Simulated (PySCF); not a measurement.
Isomers of C7H10P2, from PBE0-D3(BJ)/def2-SVP geometry optimisation, gas phase (PySCF 2.14.0). One conformer each, no zero-point energy, no frequencies.

Question: Which isomer lies lowest at this level?
A. `[CH3:1][c:2]1[cH:3][cH:4][cH:5][c:6]([PH:7][PH2:8])[cH:9]1` with C5–C6–P7–P8 -105°, C6–P7–P8–H 73° and 166°: A = 2031, B = 679.1, C = 592.6 MHz, dipole 1.25 D
B. `[CH3:1][CH2:2][c:3]1[cH:4][cH:5][p:6][c:7]([CH3:8])[p:9]1` with C1–C2–C3–C4 -82°: A = 2055, B = 858.9, C = 643.7 MHz, dipole 1.34 D
C. `[CH3:1][CH2:2][c:3]1[p:4][cH:5][cH:6][p:7][c:8]1[CH3:9]` with C1–C2–C3–P4 93°: A = 1599, B = 1109, C = 701.2 MHz, dipole 1.03 D

Answer: A. That is `Cc1cccc(PP)c1`, 13.0 kcal/mol below the next.

```tsv
SMILES	mapped SMILES	E (Eh)	relative (kcal/mol)	relative (kJ/mol)	dipole (D)
Cc1cccc(PP)c1	[CH3:1][c:2]1[cH:3][cH:4][cH:5][c:6]([PH:7][PH2:8])[cH:9]1	-954.49733	0.0	0.0	1.25
CCc1ccpc(C)p1	[CH3:1][CH2:2][c:3]1[cH:4][cH:5][p:6][c:7]([CH3:8])[p:9]1	-954.47667	13.0	54.2	1.34
CCc1pccpc1C	[CH3:1][CH2:2][c:3]1[p:4][cH:5][cH:6][p:7][c:8]1[CH3:9]	-954.47378	14.8	61.8	1.03
```
